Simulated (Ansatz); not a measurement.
Ansatz (a quantum-chemistry and plane-wave program) input (HF/6-31G* with LANL2DZ past Ar): The .json file joins the Basis Set Exchange's 6-31G* for atoms up to Ar and LANL2DZ past it.

Ansatz 0.2 input:
```yaml
crystal:
  periodic: [false, false, false]
  atoms:
    - {symbol: Hg, position_ang: [-0.00000000, -0.00000000, -0.43057857]}
    - {symbol: Cl, position_ang: [0.00000000, 0.00000000, 2.02625208]}
basis:
  gaussian:
    orbitals: 6-31Gs+LANL2DZ.json
hamiltonian:
  xc: {name: HF}
magnetization: {spin_polarized: true, initial_magnetization: 1}
phonons: {temperatures: {t_min: 298.15, t_max: 298.15, t_step: 100}}
```

Output:

```
WARN ansatz: RAYON_NUM_THREADS=1 ignored (pool sized by the plan → 1); use --threads N
Functional definition: HF
integrals: 0.00 GiB planned
480 factors; integrals over basis functions are off by at most 2.2e-4 eV
mean field: 0.09 GiB planned
mean field evaluation 1: about -13628.7106 eV, gradient 1.0e1 eV
mean field evaluation 2: about -13628.8217 eV, gradient 1.0e1 eV
mean field evaluation 4: about -13629.7980 eV, gradient 1.4e0 eV
mean field evaluation 8: about -13629.8550 eV, gradient 7.8e-2 eV
mean field -13629.85544913 eV, -500.8879491078 hartree, gradient 2.4e-5 eV, S^2 0.771077; 0 other end points of the search recorded, 0 dependent functions left out
the calculation of the forces begins
reference -13629.85544913 eV, -500.8879491078 hartree; 15, 14 occupied and 22, 23 virtual orbitals, 480 factors
these checks for a lower state are left out or cut short: stability, starts, cluster_reference, orbital_swaps, neighbouring_geometries, increment
integrals: 0.00 GiB planned
480 factors; integrals over basis functions are off by at most 2.2e-4 eV
mean field: 0.09 GiB planned
mean field evaluation 16: about -13629.6629 eV, gradient 6.3e-1 eV
mean field -13629.85544913 eV, -500.8879491078 hartree, gradient 6.6e-6 eV, S^2 0.771077; 0 other end points of the search recorded, 0 dependent functions left out
the calculation of the forces begins
reference -13629.85544913 eV, -500.8879491078 hartree; 15, 14 occupied and 22, 23 virtual orbitals, 480 factors
these checks for a lower state are left out or cut short: stability, starts, cluster_reference, orbital_swaps, neighbouring_geometries, increment
integrals: 0.00 GiB planned
480 factors; integrals over basis functions are off by at most 2.2e-4 eV
mean field: 0.09 GiB planned
mean field evaluation 32: about -13629.8554 eV, gradient 2.4e-4 eV
mean field -13629.85544913 eV, -500.8879491078 hartree, gradient 6.6e-6 eV, S^2 0.771077; 0 other end points of the search recorded, 0 dependent functions left out
the calculation of the forces begins
reference -13629.85544913 eV, -500.8879491078 hartree; 15, 14 occupied and 22, 23 virtual orbitals, 480 factors
these checks for a lower state are left out or cut short: stability, starts, cluster_reference, orbital_swaps, neighbouring_geometries, increment
integrals: 0.00 GiB planned
480 factors; integrals over basis functions are off by at most 2.2e-4 eV
mean field: 0.09 GiB planned
mean field -13629.85544913 eV, -500.8879491078 hartree, gradient 6.6e-6 eV, S^2 0.771077; 0 other end points of the search recorded, 0 dependent functions left out
the calculation of the forces begins
reference -13629.85544913 eV, -500.8879491078 hartree; 15, 14 occupied and 22, 23 virtual orbitals, 480 factors
these checks for a lower state are left out or cut short: stability, starts, cluster_reference, orbital_swaps, neighbouring_geometries, increment
integrals: 0.00 GiB planned
480 factors; integrals over basis functions are off by at most 2.2e-4 eV
mean field: 0.09 GiB planned
mean field -13629.85544913 eV, -500.8879491078 hartree, gradient 6.6e-6 eV, S^2 0.771077; 0 other end points of the search recorded, 0 dependent functions left out
the calculation of the forces begins
reference -13629.85544913 eV, -500.8879491078 hartree; 15, 14 occupied and 22, 23 virtual orbitals, 480 factors
these checks for a lower state are left out or cut short: stability, starts, cluster_reference, orbital_swaps, neighbouring_geometries, increment
integrals: 0.00 GiB planned
480 factors; integrals over basis functions are off by at most 2.2e-4 eV
mean field: 0.09 GiB planned
mean field evaluation 64: about -13629.8554 eV, gradient 6.6e-6 eV
mean field -13629.85542059 eV, -500.8879480587 hartree, gradient 6.6e-6 eV, S^2 0.770950; 0 other end points of the search recorded, 0 dependent functions left out
the calculation of the forces begins
reference -13629.85542059 eV, -500.8879480587 hartree; 15, 14 occupied and 22, 23 virtual orbitals, 480 factors
these checks for a lower state are left out or cut short: stability, starts, cluster_reference, orbital_swaps, neighbouring_geometries, increment
integrals: 0.00 GiB planned
480 factors; integrals over basis functions are off by at most 2.2e-4 eV
mean field: 0.09 GiB planned
mean field -13629.85542080 eV, -500.8879480666 hartree, gradient 6.5e-6 eV, S^2 0.771205; 0 other end points of the search recorded, 0 dependent functions left out
the calculation of the forces begins
reference -13629.85542080 eV, -500.8879480666 hartree; 15, 14 occupied and 22, 23 virtual orbitals, 480 factors
these checks for a lower state are left out or cut short: stability, starts, cluster_reference, orbital_swaps, neighbouring_geometries, increment
integrals: 0.00 GiB planned
480 factors; integrals over basis functions are off by at most 2.2e-4 eV
mean field: 0.09 GiB planned
mean field -13629.85544913 eV, -500.8879491078 hartree, gradient 6.6e-6 eV, S^2 0.771077; 0 other end points of the search recorded, 0 dependent functions left out
the calculation of the forces begins
reference -13629.85544913 eV, -500.8879491078 hartree; 15, 14 occupied and 22, 23 virtual orbitals, 480 factors
these checks for a lower state are left out or cut short: stability, starts, cluster_reference, orbital_swaps, neighbouring_geometries, increment
integrals: 0.00 GiB planned
480 factors; integrals over basis functions are off by at most 2.2e-4 eV
mean field: 0.09 GiB planned
mean field -13629.85544913 eV, -500.8879491078 hartree, gradient 6.6e-6 eV, S^2 0.771077; 0 other end points of the search recorded, 0 dependent functions left out
the calculation of the forces begins
reference -13629.85544913 eV, -500.8879491078 hartree; 15, 14 occupied and 22, 23 virtual orbitals, 480 factors
these checks for a lower state are left out or cut short: stability, starts, cluster_reference, orbital_swaps, neighbouring_geometries, increment
integrals: 0.00 GiB planned
480 factors; integrals over basis functions are off by at most 2.2e-4 eV
mean field: 0.09 GiB planned
mean field evaluation 96: about -13629.6629 eV, gradient 6.3e-1 eV
mean field -13629.85544913 eV, -500.8879491078 hartree, gradient 6.6e-6 eV, S^2 0.771077; 0 other end points of the search recorded, 0 dependent functions left out
the calculation of the forces begins
reference -13629.85544913 eV, -500.8879491078 hartree; 15, 14 occupied and 22, 23 virtual orbitals, 480 factors
these checks for a lower state are left out or cut short: stability, starts, cluster_reference, orbital_swaps, neighbouring_geometries, increment
integrals: 0.00 GiB planned
480 factors; integrals over basis functions are off by at most 2.2e-4 eV
mean field: 0.09 GiB planned
mean field -13629.85544913 eV, -500.8879491078 hartree, gradient 6.6e-6 eV, S^2 0.771077; 0 other end points of the search recorded, 0 dependent functions left out
the calculation of the forces begins
reference -13629.85544913 eV, -500.8879491078 hartree; 15, 14 occupied and 22, 23 virtual orbitals, 480 factors
these checks for a lower state are left out or cut short: stability, starts, cluster_reference, orbital_swaps, neighbouring_geometries, increment
integrals: 0.00 GiB planned
480 factors; integrals over basis functions are off by at most 2.2e-4 eV
mean field: 0.09 GiB planned
mean field -13629.85542080 eV, -500.8879480666 hartree, gradient 6.5e-6 eV, S^2 0.771205; 0 other end points of the search recorded, 0 dependent functions left out
the calculation of the forces begins
reference -13629.85542080 eV, -500.8879480666 hartree; 15, 14 occupied and 22, 23 virtual orbitals, 480 factors
these checks for a lower state are left out or cut short: stability, starts, cluster_reference, orbital_swaps, neighbouring_geometries, increment
integrals: 0.00 GiB planned
480 factors; integrals over basis functions are off by at most 2.2e-4 eV
mean field: 0.09 GiB planned
mean field evaluation 128: about -13629.8498 eV, gradient 6.0e-1 eV
mean field -13629.85542059 eV, -500.8879480587 hartree, gradient 6.6e-6 eV, S^2 0.770950; 0 other end points of the search recorded, 0 dependent functions left out
the calculation of the forces begins
reference -13629.85542059 eV, -500.8879480587 hartree; 15, 14 occupied and 22, 23 virtual orbitals, 480 factors
Total energy: -13629.85544913 eV, -500.8879491078 hartree
Atom 0 at    -0.000000    -0.000000    -0.430579 Å, force     0.000000     0.000000    -0.000001 eV/Å
Atom 1 at     0.000000     0.000000     2.026252 Å, force    -0.000000    -0.000000     0.000001 eV/Å
Dipole moment:     0.000000     0.000000    -0.870809 e Å
Vibrations: 286.62 cm⁻¹, zero-point energy 0.017768 eV
```

The blocks after the first are displaced geometries, from whose forces the wavenumbers follow.
